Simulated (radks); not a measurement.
The lutetium ion Lu+, configuration [Xe] 4f14 6s1.5 6p0.5 (fractional occupations, a model configuration).

Calculated with a radial shooting solver on a logarithmic mesh with Libxc functionals: scalar-relativistic Kohn-Sham, SOGGA, spin-unpolarised, spherical densities, finite nucleus; Fermi nuclear charge, rms radius 5.37 fm.

Energy parts (Ry):
| part | energy |
|---|---|
| total | -29112.3790 |
| kinetic | 31799.4757 |
| electron-nucleus | -71695.0556 |
| Hartree | 11372.8564 |
| exchange-correlation | -589.6555 |

Orbitals (lengths in bohr, moments of r in powers of bohr):
orbital  occ.  eigenvalue (Ry)      <r^2>
1s          2        -4645.894  0.0005125
2s          2        -791.4881   0.007924
2p          6        -696.6212   0.006496
3s          2        -179.8906    0.05172
3p          6        -151.4102    0.05228
3d         10        -117.1590    0.04345
4s          2        -36.35084     0.2582
4p          6        -27.00225     0.2938
4d         10        -14.79744     0.3484
4f         14         -1.41130     0.6872
5s          2         -5.19566      1.536
5p          6         -3.02352      2.171
6s        1.5         -0.83679      11.87
6p        0.5         -0.50283      19.65

The highest occupied level is 6p at -6.841 eV. Summed over all electrons, <r^2> = 60.02 bohr^2, which gives a Langevin (diamagnetic) susceptibility term of -47.5 x 10^-6 cm^3/mol. The density falls to 0.001 e/bohr^3 at r = 4.76 bohr.
